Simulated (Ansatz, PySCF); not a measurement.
OSi, triplet, geometry from GFN2-xTB (the spin is typed, not shown lowest). Base run: PySCF with MP2/6-31G**.

Here is a job for PySCF.
```python
from pyscf import gto, scf, mp

mol = gto.Mole()
mol.atom = '''
    Si   -0.00000000   -0.00000000   -0.55809941
    O     0.00000000    0.00000000    0.97667397
'''
mol.basis = '6-31g**'
mol.spin = 2
mol.verbose = 3
mol.build()

mf = scf.UHF(mol)
mf.kernel()

pt = mp.MP2(mf)
pt.kernel()
print('E(MP2) = %.10f' % pt.e_tot)
```

The same geometry, method and basis name were run in Ansatz (a quantum-chemistry and plane-wave program) and PySCF, at each program's defaults and at the settings that a row names. The base is PySCF at its defaults. Differences at the defaults can come from grids, fitting, cores and function types together.

| code and settings | ΔE vs base (mEh) | basis functions | E (Eh) | SCF cycles | SCF-reference dipole (D) |
|---|---|---|---|---|---|
| PySCF, defaults (exact integrals, spherical functions, all electrons correlated) | 0.000 | 32 | -363.87531 | 17 | 2.71 |
| Ansatz, defaults (factorised integrals, Cartesian functions, frozen core) | 22.342 | 34 | -363.85297 | - | - |
| PySCF, frozen core | 8.770 | 32 | -363.86654 | 17 | 2.71 |
| Ansatz, high accuracy, frozen core, Cartesian functions as the basis file defines them | 22.338 | 34 | -363.85297 | - | - |

Open shells are given as the SCF converged; they aren't shown to be the lowest states, and a large step between rows can be another state.
